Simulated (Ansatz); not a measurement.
Total energies of Ga₂Cl₆ from Ansatz at PBE-D4/def2-SVP, gas phase (1 Eh = 27.2114 eV = 2625.5 kJ/mol). The reference geometry is relaxed at PBE-D4/def2-SVP.

```xyz
8

Ga    1.2218   -0.5956    0.9355
Ga   -1.2153    0.5968   -0.9433
Cl   -0.3240   -1.5514   -0.5613
Cl   -0.8442    1.1658   -2.9740
Cl    3.1999   -0.8100    0.1441
Cl    0.4181    1.5660    0.4485
Cl   -3.1276    0.7381    0.0102
Cl    0.6714   -1.1097    2.9402
```

```json
{"state": "charge 0 singlet", "geometry": "reference", "energy (Eh)": "-6608.22217"}
{"state": "charge 1 doublet", "geometry": "reference", "energy (Eh)": "-6607.84689"}
{"state": "charge -1 doublet", "geometry": "reference", "energy (Eh)": "-6608.24904"}
{"state": "charge -1 doublet", "geometry": "relaxed at PBE-D4/def2-SVPD", "energy (Eh)": "-6608.29801"}
{"state": "free Ga atom (doublet)", "geometry": "–", "energy (Eh)": "-1924.26790"}
{"state": "free Cl atom (doublet)", "geometry": "–", "energy (Eh)": "-459.79702"}
```

Work out the vertical ionisation energy to the doublet.

E(charge 1 doublet) − E(charge 0 singlet) = -6607.84689 − (-6608.22217) = 0.37528 Eh = 10.21 eV. For comparison, −ε of the highest occupied level is 7.90 eV at this level, 2.31 eV less.

Work out the vertical electron affinity, to the doublet.

E(charge 0 singlet) − E(charge -1 doublet) = -6608.22217 − (-6608.24904) = 0.02687 Eh = 0.73 eV. The basis lacks diffuse functions, which makes affinities too small.

Give the fundamental gap IE − EA, the Mulliken electronegativity (IE + EA)/2 and the hardness (IE − EA)/2.

From the values in Eh: IE − EA = 0.37528 − 0.02687 = 0.34841 Eh = 9.48 eV; (IE + EA)/2 = 5.47 eV; (IE − EA)/2 = 4.74 eV. The HOMO–LUMO gap of the same run is 4.87 eV, 4.61 eV smaller than the fundamental gap.

How much does the charge -1 doublet relax, and what is the adiabatic electron affinity?

Relaxation: -6608.24904 − (-6608.29801) = 0.04897 Eh = 1.33 eV. Adiabatic electron affinity: 0.07584 Eh = 2.06 eV, without zero-point energy. Bonds change on the way (1 lost, 0 formed), so the relaxed form is another species. 

What is the binding energy per atom against free atoms?

Atoms: 2 × (-1924.26790) + 6 × (-459.79702) = -6607.31792 Eh. Binding: -6607.31792 − (-6608.22217) = 0.90425 Eh = 24.61 eV, or 3.08 eV for each of 8 atoms (no zero-point energy, no counterpoise term).

At PBE-D4/def2-SVP the gap within one spin of the charge 1 doublet nearly closes, so an electron or hole may be smeared out by delocalisation error. At PBE-D4/def2-SVP the highest occupied level of the charge -1 doublet lies above zero (up to 1.58 eV). By energy differences its removal costs 0.73 eV (vertical, to the charge 0 singlet, at PBE-D4/def2-SVP); self-interaction error and the lack of diffuse functions both raise the level.  

The structure comes from a short search, and lower isomers may exist.
